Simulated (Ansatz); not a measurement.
The same path of BrH + H4Sn (7 atoms, charge 0, multiplicity 1) was run twice with different band settings. Lost on the way: Sn1–H2, Br6–H7. Made: Sn1–Br6, H2–H7.

Computed with RKS PBE0-D4/def2-SVP (Ansatz).

Relaxed end points:

```xyz
7
Properties=species:S:1:pos:R:3
Sn 0.311 0.000 -0.157
H 0.185 0.000 1.556
H 1.970 0.000 -0.577
H -0.448 1.403 -0.767
H -0.448 -1.403 -0.767
Br -3.349 0.000 1.876
H -1.973 0.000 2.245
```

```xyz
7
Properties=species:S:1:pos:R:3
Sn -0.469 0.000 -0.753
H 0.061 0.000 3.503
H 0.836 0.000 0.346
H -0.526 1.418 -1.701
H -0.526 -1.418 -1.701
Br -2.554 0.000 0.635
H -0.573 0.000 3.080
```

Common settings: movable images 7; climbing image yes; spring 5.0 eV/Å²; optimiser quadratic models (default); start path through a guess of the saddle point; iteration limit 60; end points relaxed.

| run | force threshold |
| --- | --- |
| 1 | 0.05 eV/Å |
| 2 | 0.5 eV/Å |

Task: What does each run give, and how far can it be trusted?

Result: Run 1: converged after 10 iterations, highest image 1.143 eV above the first end. A vibrational analysis at the climbing image gives one clearly imaginary mode, 934i cm⁻¹: a first-order saddle point.
Run 2: converged after 8 iterations, highest image 1.144 eV above the first end. The threshold of 0.5 eV/Å is loose, so the images may lie well off the minimum-energy path. Another band between the same ends (7 images) ends at a top of the same energy, where a vibrational analysis finds 1 clearly imaginary mode.
The orbitals stay closed-shell, which can raise the energy where a bond breaks towards radicals; this wasn't checked here.
